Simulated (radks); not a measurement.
Question: Species: H. Configuration: 1s0.5 2p0.5 (fractional occupations, a model configuration). All-electron calculation, scalar-relativistic Kohn-Sham, Wu-Cohen GGA, spin-polarised, spherical densities, point nucleus; open shells are filled with parallel spins first. Program: a radial shooting solver on a logarithmic mesh with Libxc functionals. Some entries of the table are withheld. Estimate them.

orbital  occ.  eigenvalue (eV)  <r> (bohr)
1s up     0.5              (1)         (2)
2s up       0          -1.3471       7.129
2p up     0.5          -0.9798       7.067

Answer: 
(1) 1s up eigenvalue (eV): -11.4826
(2) 1s up <r> (bohr): 1.387
